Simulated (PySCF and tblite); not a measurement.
Values are calculated unless marked as measured or tabulated.
C₉H₁₂, numbered as in [CH:1]#[C:2][CH:3]1[CH2:4][C@H:5]2[CH2:6][CH2:7][C@@H:8]2[CH2:9]1.

Level: PBE0-D3(BJ)/pcSseg-1//GFN2-xTB, thermal terms from GFN2-xTB, symmetry numbers and mirror pairs counted. Conformers within 2.5 kcal/mol (GFN2-xTB free energy) were kept, 2 at most. Couplings: B3LYP/6-31G* with pcJ-1 on H (gas phase; spin-dipole term only for pairs with B, N, F, Si or P). Couplings are for ¹H. H–H couplings come out 0.1 to 0.9 Hz lower than with pcJ-1 on all atoms. Of two unlike H on one atom, a is the less shielded (PBE0/pcSseg-1). (PySCF 2.14, tblite 0.8.)

The 4-ring runs over atoms 5–6–7–8. The 5-ring runs over atoms 3–4–5–8–9.

```csv
conformer,shape,weight %
1,"4-ring puckered (ring torsions -26, 26, -26, 26°); 5-ring twist (ring torsions -42, 55, -41, 15, 16°)",100.0
```

(1) Give the couplings in each conformer and the averages at 298.15 K (pairs that fast motion interchanges averaged).

## Answers

(1) 
| coupling | pairs | 1 | average (Hz) |
| --- | --- | --- | --- |
| ³J(H3,H4a) | 1 | 1.1 | 1.1 |
| ³J(H3,H4b) | 1 | 11.4 | 11.4 |
| ³J(H3,H9a) | 1 | 9.3 | 9.3 |
| ³J(H3,H9b) | 1 | 6.7 | 6.7 |
| ²J(H4a,H4b) | 1 | -11.6 | -11.6 |
| ³J(H4a,H5) | 1 | 6.2 | 6.2 |
| ³J(H4b,H5) | 1 | 11.7 | 11.7 |
| ³J(H5,H6b) | 1 | 10.1 | 10.1 |
| ³J(H5,H6a) | 1 | 7.4 | 7.4 |
| ³J(H5,H8) | 1 | 12.4 | 12.4 |
| ²J(H6b,H6a) | 1 | -10.7 | -10.7 |
| ³J(H6b,H7b) | 1 | 9.1 | 9.1 |
| ³J(H6b,H7a) | 1 | 7.3 | 7.3 |
| ³J(H6a,H7b) | 1 | 7.3 | 7.3 |
| ³J(H6a,H7a) | 1 | 0.7 | 0.7 |
| ²J(H7b,H7a) | 1 | -10.7 | -10.7 |
| ³J(H7b,H8) | 1 | 10.0 | 10.0 |
| ³J(H7a,H8) | 1 | 7.4 | 7.4 |
| ³J(H8,H9a) | 1 | 6.2 | 6.2 |
| ³J(H8,H9b) | 1 | 11.8 | 11.8 |
| ²J(H9a,H9b) | 1 | -11.9 | -11.9 |
